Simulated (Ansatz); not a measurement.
Gas-phase electronic energies from Ansatz, PBE0-D4/def2-TZVP geometries. CBS: MP2 limit from def2 TZ/QZ plus the TZ coupled-cluster correction, frozen cores. One conformer a species, not always the lowest.

Reaction (redistribution): `N=C(N)BF` + `[SiH3][SiH2]BCl` → `FB[SiH2][SiH3]` + `N=C(N)BCl`

| species | MP2/CBS(def2) energy (Eh) |
| --- | --- |
| `N=C(N)BF` | -274.43197 |
| `[SiH3][SiH2]BCl` | -1066.25133 |
| `FB[SiH2][SiH3]` | -706.29600 |
| `N=C(N)BCl` | -634.38161 |

Question: Work out ΔE.

Answer: ΔE = (-706.29600) + (-634.38161) − (-274.43197) − (-1066.25133) = 0.00569 Eh = +0.15 eV. CCSD(T)/CBS gives +0.15 eV.

Largest T1 diagnostic among the species: 0.015.

Leaving LDA and LC-ωPBE aside and taking each functional with its dispersion term where it has one, the values, not all of them listed here, spread over 0.03 eV, from revPBE-D4 to BHLYP-D4.
